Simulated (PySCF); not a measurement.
F4S, charge -1, multiplicity 2. Atoms are numbered in the order given.

```xyz
5

F     -0.2283     1.6134     0.0000
S      0.4278    -0.2586     0.0000
F      0.3319    -0.2667    -1.7734
F      0.3319    -0.2667     1.7734
F     -1.1961    -0.6203     0.0000
```
Charge -1, spin multiplicity 2.

Geometry optimised at r2SCAN-D4/def2-SVPD. The multiplicity is an assumed one; other spin states were not compared.

All values below come from PBE/def2-SVPD run with PySCF.

Mulliken values depend strongly on the basis, most of all with diffuse functions as here. ESP charges are fitted to the potential on shells at 1.4 to 2.0 van der Waals radii. Atomic charges (e):

```tsv
atom	ESP fit	Mulliken	Mulliken spin
F1	-0.40	-0.51	0.18
S2	0.24	0.98	0.79
F3	-0.34	-0.54	0.01
F4	-0.34	-0.54	0.01
F5	-0.15	-0.38	0.01
```
